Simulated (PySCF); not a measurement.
Geometry (Å), atoms numbered from 1 in this order:
```xyz
20

O     3.512    0.343   -0.811
C     2.493   -0.278   -0.636
O     2.455   -1.608   -0.803
C     1.205    0.352   -0.226
C     1.283    1.740   -0.017
C     0.177    2.481    0.366
C    -1.052    1.840    0.549
C    -1.160    0.470    0.349
C    -0.033   -0.300   -0.042
C    -0.325   -1.742   -0.213
C    -1.589   -2.160    0.015
Si   -2.630   -0.691    0.502
H     3.353   -1.863   -1.064
H     2.254    2.214   -0.168
H     0.268    3.558    0.523
H    -1.927    2.424    0.851
H     0.477   -2.415   -0.513
H    -1.863   -3.211   -0.096
H    -3.745   -0.375   -0.443
H    -3.196   -0.758    1.884
```

[PySCF 2.14.0 with density-fitted response routines: geometry: PBE0-D3(BJ)/def2-SVP; shielding tensors at PBE/pcSseg-2 (GIAO); isolated molecule; no relativistic terms; one conformer; averaged over atoms made equivalent by symmetry, fast rotation or ring inversion]

Referencing at the same level of theory: TMS for 13C (σref 179.39) and 1H (σref 31.18) and 29Si (σref 323.43); H2O for 17O (σref 327.88).

| atoms | nucleus | count | δ (ppm) |
| --- | --- | --- | --- |
| C8 | 13C | 1 | 144.3 |
| C5 | 13C | 1 | ? |
| H17 | 1H | 1 | 9.23 |
| H19/H20 | 1H | 2 | 4.99 |
| H18 | 1H | 1 | ? |
| C4 | 13C | 1 | 130.7 |
| H13 | 1H | 1 | 6.27 |
| O1 | 17O | 1 | 407.3 |
| C7 | 13C | 1 | 145.5 |
| C10 | 13C | 1 | 167.2 |
| H16 | 1H | 1 | 7.96 |
| H15 | 1H | 1 | ? |
| Si12 | 29Si | 1 | ? |
| O3 | 17O | 1 | 218.3 |
| C2 | 13C | 1 | 172.0 |
| C11 | 13C | 1 | 138.3 |
| H14 | 1H | 1 | 8.71 |
| C9 | 13C | 1 | ? |
| C6 | 13C | 1 | ? |

Q: Fill in the missing shifts.

A: 
- C9: 160.0 ppm, substituted aromatic carbon
- C5: 144.1 ppm, aromatic CH
- C6: 134.5 ppm, aromatic CH; the aromatic region
- H15: 7.47 ppm, hydrogen on an aromatic CH; it sits in the deshielding region of the aromatic ring current
- H18: 6.68 ppm, hydrogen on an alkene CH; attached to an sp2 carbon and in the plane of the double bond
- Si12: -45.3 ppm, silicon bonded to 2 C, 2 H, in a 5-membered ring

Exchangeable OH/NH protons stand at their gas-phase positions; hydrogen bonding in a real sample shifts them, mostly to higher δ. Shifts are as computed, not scaled to solution data. Of 1313 compounds with measured shifts, 239 miss one by over three times the rms of a fit or turn the order of signals round; such compounds aren't used in these exercises. In solution the two oxygens of a carboxylic acid exchange roles by proton transfer and give one 17O line. Hydrogen bonding in solution shields acid and N–H amide carbonyl oxygens by tens of ppm. The C=O carbon of an acid or of an amide with N–H lies up to 10 ppm further downfield in solution, through hydrogen bonding that the calculation lacks. Unscaled 17O shifts of doubly bonded oxygen tend to come out too high, by tens of ppm or more. Experimental scales use liquid or dissolved standards, which lie at an offset from isolated H2O (liquid H2O: subtract about 36 ppm).
